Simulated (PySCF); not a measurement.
## `InChI=1S/C6H5O/c7-5-6-3-1-2-4-6/h1-5H/q-1`, charge -1

Geometry (Å), atoms numbered from 1 in this order:
```xyz
12

O    -2.8842    1.2171    0.3110
C    -2.1520    0.3320   -0.1257
C    -0.7287    0.2388   -0.0848
C     0.1945    1.1695    0.4837
C     1.4789    0.6720    0.2930
C     1.3836   -0.5774   -0.3978
C     0.0379   -0.8406   -0.6277
H    -2.6261   -0.5582   -0.6427
H    -0.0908    2.1008    0.9762
H     2.4096    1.1499    0.6147
H     2.2261   -1.2107   -0.6912
H    -0.3823   -1.7147   -1.1338
```

Total charge -1.

Computed with TDDFT B3LYP/def2-SVPD excited states, vertical, gas phase in PySCF 2.14.0. Geometry: PBE0-D3(BJ)/def2-SVP.

For a gas-phase anion, states above the detachment energy (about 0.9 eV, taken as minus the energy of the highest occupied orbital) lie in the continuum and depend on the basis.

How strongly do the lowest singlets absorb one photon, and two photons of half the energy?

δ for parallel linear polarisation; σ at the peak of a Lorentzian of half width 0.1 eV, single beam; Ω is circular over linear.
| state | E (eV) | f | photon λ (nm) | δ (au) | σ (GM) | Ω | main |
| --- | --- | --- | --- | --- | --- | --- | --- |
| S1 | 4.10 | 0.019 | 605 | 15.2 | 0.09 | 1.47 | HOMO→LUMO 0.78, HOMO−1→LUMO 0.21 |
| S2 | 4.37 | 0.000 | 568 | <0.1 | 0.00 | – | HOMO−2→LUMO 0.98 |
| S3 | 4.50 | 0.003 | 551 | 89 | 0.66 | 1.50 | HOMO→LUMO+1 0.94 |
| S4 | 4.62 | 0.001 | 537 | 79.8 | 0.62 | 1.50 | HOMO−1→LUMO+1 0.96 |
| S5 | 4.64 | 0.363 | 535 | 130 | 1.02 | 0.95 | HOMO−1→LUMO 0.73, HOMO→LUMO 0.19 |

Among these, the strongest one-photon state is S5, the strongest two-photon state S5.
